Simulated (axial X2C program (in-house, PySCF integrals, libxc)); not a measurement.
# HfH⁻: from the spin-free to the two-component result

All values were computed with an axial X2C code built on PySCF integrals. Spin-free means the one-electron spin-free X2C Hamiltonian; two-component (2c) means X2C with spin–orbit coupling and atomic mean-field two-electron Coulomb and Gaunt terms, so the difference of the two also holds small scalar two-electron terms. Basis: Hf dyall-acv3z [14s15p10d7f4g], H dyall-av3z [7s3p2d] (cores contracted in-house); Gaussian nuclei, density fitting, unrestricted open shells. Masses: Hf 179.947 u, H 1.008 u.

Spin-free state: M_S = 1, Λ = 0 (beyond evenly filled blocks: π+α, π-α); fragments Hf + H-.

| level | Re (Å) | ωe (cm⁻¹) | De (eV) | μ (D) |
| --- | --- | --- | --- | --- |
| PBE0 | 1.891 | 1398.8 | 2.411 | 1.64 |

Dipoles are positive if H is the positive end and refer to the centre of mass.

Two-component determinant lowest at the distance of the search:

Ω = 2 (⟨Sz⟩ = -0.92, ⟨Lz⟩ = 2.92 at PBE0); fragments Hf + H-.

| level | Re (Å) | ωe (cm⁻¹) | μ (D) |
| --- | --- | --- | --- |
| PBE0 | 1.902 | 1383.5 | 1.84 |

(1) From the two tables, how do the constants change at the PBE0 level (2c against spin-free)?

One determinant describes the state; a PBE0 search over occupations chose it and may have missed a lower one. Dissociation energies refer to the lowest single-determinant-based atoms at the same level and basis. De is not given where an atomic determinant may have missed its ground term or J level, or where the truncated virtual space spoils (T). Density functionals use the spin component along the axis (collinear). PBE0 can misorder states that lie within some tenths of an eV, so this need not be the ground state of the molecule. The nearest other spin-free determinant of the search, M_S = 1, Λ = 0, lies 0.006 eV up at the distance of the search. The functionals have no current-density term, which raises determinants with orbital currents, atoms included. With several unpaired electrons one determinant need not be a pure state. A state of lower Ω lies just above, and one determinant can place such states too high, so the state shown need not be the lowest. The search has Ω = 1 only 0.09 eV up. The highest occupied level of some functionals is positive through self-interaction error; at Hartree–Fock it is bound.

## Answers

(1) At the PBE0 level Re goes up by 0.011 Å and ωe falls by 15.3 cm⁻¹. The two determinants differ in configuration, so these shifts compare two states and are not the spin–orbit effect on one state.
